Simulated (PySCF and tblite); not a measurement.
C₈H₉NSi, numbered as in [CH3:1][c:2]1[cH:3][cH:4][c:5]([C:6]#[N:7])[cH:8][c:9]1[SiH3:10].

Geometries GFN2-xTB; weights from PBE0-D3(BJ)/pcSseg-1 energies and GFN2-xTB thermal corrections, with symmetry numbers and mirror pairs. Conformers within 2.5 kcal/mol (GFN2-xTB free energy) were kept, 2 at most. GIAO shieldings: PBE0/pcSseg-1. Shifts are against TMS (¹H), TMS (¹³C), TMS (²⁹Si), NH3 (¹⁵N) at the same level. (PySCF 2.14, tblite 0.8.)

(1) List the conformer-averaged shifts at 298.15 K.

Unscaled ²⁹Si and ¹⁵N shifts at such levels can be off by tens of ppm; differences between conformers or isomers are more reliable. Shifts are unscaled: against experiment ¹³C can be off by 15 ppm or more and ¹H by 0.8 ppm.

Answers

(1) ¹H: 8.16 (H8, 1H), 7.92 (H4, 1H), 7.58 (H3, 1H), 4.53 (H10, 3H), 2.61 (H1, 3H) ppm. ¹³C: 154.9 (C2), 148.1 (C8), 141.9 (C4), 136.9 (C9), 134.5 (C3), 124.5 (C6), 114.3 (C5), 25.5 (C1) ppm. ²⁹Si: -71.6 (Si10) ppm. ¹⁵N: 315.8 (N7) ppm.


¹⁵N shifts are against a computed isolated NH3 molecule, about 20 ppm from the liquid.